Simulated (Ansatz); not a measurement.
Geometry optimisation, RKS PBE0/def2-SVP in Ansatz 0.2.0.

The input (input.yaml):

```yaml
crystal:
  periodic: [false, false, false]
  atoms:
    - { symbol: Al, position_ang: [-0.4561, -0.5165, -0.1799] }
    - { symbol: H, position_ang: [-0.7524, 0.2961, -1.985] }
    - { symbol: "N", position_ang: [0.4836, 0.9395, -0.2588] }
    - { symbol: C, position_ang: [1.415, 1.9038, 0.2795] }
    - { symbol: H, position_ang: [-0.1308, 0.8464, -1.452] }
    - { symbol: C, position_ang: [-1.2731, -2.2304, 0.4733] }
    - { symbol: H, position_ang: [1.0269, 2.9207, 0.1509] }
    - { symbol: H, position_ang: [1.584, 1.7471, 1.3455] }
    - { symbol: H, position_ang: [2.3859, 1.8412, -0.2283] }
    - { symbol: H, position_ang: [-2.0906, -2.0661, 1.1859] }
    - { symbol: H, position_ang: [-0.516, -2.8268, 1.0014] }
    - { symbol: H, position_ang: [-1.6764, -2.8551, -0.3326] }
basis:
  gaussian: { orbitals: def2-SVP }
hamiltonian:
  xc: pbe0
relax:
  f_tol: 0.15
  max_steps: 25
  restrain:
    - { distance: [4, 1], at: 1.92, k: 30.0 }
    - { distance: [0, 1], at: 1.52, k: 30.0 }
    - { distance: [4, 2], at: 1.02, k: 30.0 }
```

Command:

```bash
$ ansatz run input.yaml --threads 2 --pin off --max-ram 3072MiB --backend cpu --events-out ev --progress --plain --runs-dir out
```

Question: Where does it end, and by what steps?

Answer: The run converged. The restraints hold the end off the free minimum. After 8 steps the energy has fallen by 2.520 eV (the restraints' own energy left out); H11 moved furthest, 0.57 Å. Joined: Al1–H2, N3–H5.

```csv
step,energy less start (eV),largest force component (eV/Å),accepted
0,0.0000,1.666,yes
1,-0.9849,2.183,yes
2,-1.8760,1.452,yes
3,-2.2876,0.956,yes
4,-2.4402,0.863,yes
5,-2.4988,0.877,yes
6,-2.5172,0.899,yes
7,-2.5153,0.901,no
8,-2.5202,0.905,yes
```

```xyz
12
Properties=species:S:1:pos:R:3
Al -0.662 -0.497 -0.673
H -1.075 -0.066 -2.094
N 0.381 0.909 -0.477
C 1.296 1.670 0.320
H 0.173 1.270 -1.411
C -1.120 -2.001 0.484
H 0.965 2.715 0.474
H 1.396 1.218 1.320
H 2.313 1.715 -0.114
H -1.937 -1.736 1.175
H -0.266 -2.328 1.100
H -1.463 -2.869 -0.105
```

Whether the end is a true minimum wasn't checked by a vibrational analysis.

Run time: 16 s on 2 threads of Intel(R) Xeon(R) Platinum 8488C (Sapphire Rapids), on a shared host, peak memory 0.21 GiB.
